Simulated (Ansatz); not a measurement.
Consider the ligand exchange at the Si–O bond: `[SiH3][O][In]([Cl])[O][SiH3]` + `[SiH3][NH][GeH3]` → `[SiH3][N]([SiH3])[GeH3]` + `[OH][In]([Cl])[O][SiH3]`.

Gas-phase electronic energies from Ansatz, PBE0-D4/def2-TZVP geometries. CCSD(T)/CBS is the MP2 limit (def2-TZVPP, def2-QZVPP) plus CCSD(T) − MP2 in def2-TZVPP, frozen cores. DFT in def2-TZVPP. B3LYP here is the variant with VWN-RPA as its local correlation; programs differ in this. HSE06 is defined as in plane-wave codes. def2 core potentials past Kr. For Ge, In outer-core shells are correlated without core-valence functions, which leaves a few kJ/mol of doubt a bond. Scalar relativity is left out up to krypton. One conformer a species, not always the lowest.

```json
{"level": "PBE-D4", "ΔE (kJ/mol)": "31.0", "difference from CCSD(T)/CBS": "-8.8"}
{"level": "revPBE-D4", "ΔE (kJ/mol)": "27.9", "difference from CCSD(T)/CBS": "-11.9"}
{"level": "B3LYP-D4", "ΔE (kJ/mol)": "41.8", "difference from CCSD(T)/CBS": "2.0"}
{"level": "ωB97M-V", "ΔE (kJ/mol)": "39.9", "difference from CCSD(T)/CBS": "0.1"}
{"level": "B3LYP", "ΔE (kJ/mol)": "50.1", "difference from CCSD(T)/CBS": "10.3"}
{"level": "r2SCANh", "ΔE (kJ/mol)": "41.5", "difference from CCSD(T)/CBS": "1.7"}
{"level": "HSE06", "ΔE (kJ/mol)": "40.2", "difference from CCSD(T)/CBS": "0.4"}
{"level": "CAM-B3LYP", "ΔE (kJ/mol)": "51.0", "difference from CCSD(T)/CBS": "11.2"}
{"level": "RPA@PBE/def2-TZVPP", "ΔE (kJ/mol)": "39.7", "difference from CCSD(T)/CBS": "-0.1"}
{"level": "HF/def2-TZVPP", "ΔE (kJ/mol)": "66.4", "difference from CCSD(T)/CBS": "26.6"}
{"level": "MP2/def2-TZVPP", "ΔE (kJ/mol)": "39.5", "difference from CCSD(T)/CBS": "-0.3"}
{"level": "CCSD(T)/def2-TZVPP", "ΔE (kJ/mol)": "41.0", "difference from CCSD(T)/CBS": "1.2"}
{"level": "HF/def2-QZVPP", "ΔE (kJ/mol)": "67.4", "difference from CCSD(T)/CBS": "27.6"}
{"level": "MP2/def2-QZVPP", "ΔE (kJ/mol)": "39.1", "difference from CCSD(T)/CBS": "-0.7"}
{"level": "SCS-MP2/def2-QZVPP", "ΔE (kJ/mol)": "44.3", "difference from CCSD(T)/CBS": "4.5"}
{"level": "HF/CBS(def2)", "ΔE (kJ/mol)": "67.5", "difference from CCSD(T)/CBS": "27.7"}
{"level": "CCSD(T)/CBS", "ΔE (kJ/mol)": "39.8", "difference from CCSD(T)/CBS": "0"}
```

Largest T1 diagnostic among the species: 0.015.

In def2-TZVPP, CCSD(T) changes the Hartree–Fock value by −25.3 kJ/mol (the triples alone add −4.0 kJ/mol) and MP2 by −26.9 kJ/mol. Leaving LDA and LC-ωPBE aside and taking each functional with its dispersion term where it has one, the values, not all of them listed here, spread over 20.2 kJ/mol, from revPBE-D4 to BHLYP-D4. LDA lies −6.8 kJ/mol from PBE without D4. At CCSD(T), def2-SVP lies +6.2 kJ/mol from the extrapolated value and def2-TZVPP +1.2 kJ/mol.
